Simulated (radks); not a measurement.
The numbers below are computed, except where a source is named.
Task: These are the eigenvalues of the occupied orbitals of an atom or ion with whole-number occupations (hartree). Code: a radial shooting solver on a logarithmic mesh with Libxc functionals. Model: scalar-relativistic Kohn-Sham, PBE, spin-polarised, spherical densities, finite nucleus; Fermi nuclear charge, rms radius of each element as measured or else 0.836 A^(1/3) + 0.57 fm.

orbital  eigenvalue
1s up     -129.4374
1s down   -129.4369
2s up     -12.98483
2s down   -12.98435
2p up     -10.29160
2p down   -10.29116
3s up      -1.29722
3s down    -1.29516
3p up      -0.69030
3p down    -0.68716
4s up      -0.09344

Which element is it, and in what charge state? The configuration may be excited. Open shells, if any, are filled with parallel spins first.

Result: Z = 19, potassium, charge 0: K in [Ar] 4s1. The list shows which subshells hold electrons but not how many an open one holds; the 1s level, -129.44 hartree, gives Z - s = 16.1 by -(Z - s)^2/2, which with screening and relativity narrows Z to a few neighbours, and the depths of the outer levels then fix element, charge and occupations together.
